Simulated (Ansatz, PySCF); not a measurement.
The pair A = CHN (SMILES C#N) (first 3 atoms), B = H4OSi (SMILES O[SiH3]); geometry from B3LYP-D3(BJ)/def2-TZVP.
(charge 0, multiplicity 1):
```xyz
9

C     -1.2417     1.0410     0.1797
N     -1.9882     1.3818    -0.6216
H     -0.5411     0.7218     0.9316
O      0.7474     0.1019     2.3739
Si     0.3084    -0.8229     3.6877
H      1.6667     0.3690     2.2909
H      1.0521    -2.1034     3.7025
H     -1.1365    -1.0612     3.5161
H      0.5724    -0.0999     4.9528
```

Frozen-core correlation. Rows in 6-31G* carry no dispersion term and start afresh at each structure (6-31G* with six Cartesian d functions).

Run with Ansatz (Gaussian basis) for Hartree–Fock, density functionals and correlated methods; PySCF for 6-31G* rows. 

Total energies (hartree), monomers frozen at their geometry in the pair:

| structure | HF/6-31G* | B3LYP/def2-TZVPPD | MP2/aug-cc-pV(D+d)Z |
|---|---|---|---|
| AB | -459.0125650 | -460.6988730 | -459.6824218 |
| A in the pair's basis | -92.8746467 | -93.4649317 | -93.1817312 |
| B in the pair's basis | -366.1305135 | -367.2277988 | -366.4942839 |
| A | -92.8744039 | -93.4648860 | -93.1810412 |
| B | -366.1297810 | -367.2277307 | -366.4930315 |

### Question
Work out the interaction energy without and with the counterpoise correction, and the superposition error, for each level.

### Answer

E(AB) − E(A) − E(B), times 627.509 kcal/mol, with the monomers in their own basis and then in the pair's basis:
- HF/6-31G*: -5.26 uncorrected, -4.65 corrected; the monomers gain 0.61 kcal/mol from borrowed functions
- B3LYP/def2-TZVPPD: -3.93 uncorrected, -3.85 corrected; the monomers gain 0.07 kcal/mol from borrowed functions
- MP2/aug-cc-pV(D+d)Z: -5.24 uncorrected, -4.02 corrected; the monomers gain 1.22 kcal/mol from borrowed functions

Ansatz is a first-principles code.
